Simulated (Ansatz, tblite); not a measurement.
Forces on dimethylphenylsulfonium bromide, `C[S+](C)c1ccccc1.[Br-]` at its PBE-D4/def2-SVP geometry. Charge 0, multiplicity 1.

The xTB rows come from tblite.

GFN2-xTB (tblite), largest force 0.75 eV/Å:

```xyz
21
positions Å, forces eV/Å
C     1.969   -0.032   -1.422    0.049    0.033    0.051
S     0.419   -0.977   -1.250    0.039    0.038   -0.085
C    -0.746   -0.061   -2.311   -0.059    0.058    0.018
C    -0.127   -0.232    0.391   -0.128    0.118    0.394
C    -0.418   -1.186    1.377   -0.056    0.361    0.132
C    -0.839   -0.767    2.650    0.072    0.171   -0.236
C    -0.967    0.601    2.930    0.108   -0.058   -0.322
C    -0.675    1.553    1.939    0.016   -0.343   -0.026
C    -0.254    1.139    0.666   -0.051   -0.337    0.189
H     2.689   -0.511   -0.732   -0.357    0.350   -0.431
H     2.280   -0.196   -2.472   -0.044    0.300    0.675
H     1.810    1.028   -1.151    0.169   -0.663   -0.261
H    -0.421   -0.299   -3.343   -0.362    0.330    0.563
H    -1.744   -0.490   -2.104    0.555    0.310   -0.204
H    -0.725    1.017   -2.071   -0.015   -0.683   -0.258
H    -0.315   -2.259    1.146   -0.058    0.727    0.127
H    -1.067   -1.515    3.424    0.143    0.479   -0.489
H    -1.297    0.931    3.927    0.209   -0.204   -0.634
H    -0.776    2.627    2.157    0.066   -0.679   -0.143
H    -0.030    1.899   -0.100   -0.138   -0.467    0.473
Br    1.234   -2.268   -3.652   -0.157    0.157    0.467
```

PBE-D4/def2-TZVP (Ansatz), largest force 0.43 eV/Å:

```
C 0.048 -0.013 -0.048
S -0.073 0.369 0.213
C -0.003 -0.008 -0.068
C 0.000 -0.053 0.006
C -0.006 0.047 0.004
C 0.005 0.037 -0.016
C 0.015 -0.031 -0.035
C 0.008 -0.041 -0.029
C -0.009 -0.028 0.035
H -0.189 0.137 -0.174
H -0.067 0.103 0.326
H 0.038 -0.297 -0.088
H -0.134 0.122 0.301
H 0.260 0.120 -0.054
H 0.002 -0.302 -0.070
H -0.028 0.306 0.066
H 0.065 0.212 -0.221
H 0.092 -0.094 -0.283
H 0.030 -0.304 -0.063
H -0.062 -0.224 0.215
Br 0.006 -0.060 -0.015
```

BHLYP-D4/def2-TZVP (Ansatz), largest force 1.86 eV/Å:

```
C 0.255 -0.085 -0.198
S -0.364 1.500 1.041
C -0.072 -0.082 -0.308
C -0.038 -0.331 0.140
C -0.022 0.290 0.029
C 0.045 0.203 -0.152
C 0.085 -0.136 -0.245
C 0.045 -0.269 -0.125
C -0.050 -0.129 0.166
H -0.548 0.388 -0.520
H -0.203 0.255 0.938
H 0.099 -0.876 -0.256
H -0.368 0.315 0.875
H 0.763 0.342 -0.162
H 0.024 -0.888 -0.200
H -0.091 0.912 0.213
H 0.190 0.628 -0.649
H 0.274 -0.276 -0.831
H 0.087 -0.903 -0.189
H -0.193 -0.660 0.662
Br 0.081 -0.198 -0.230
```
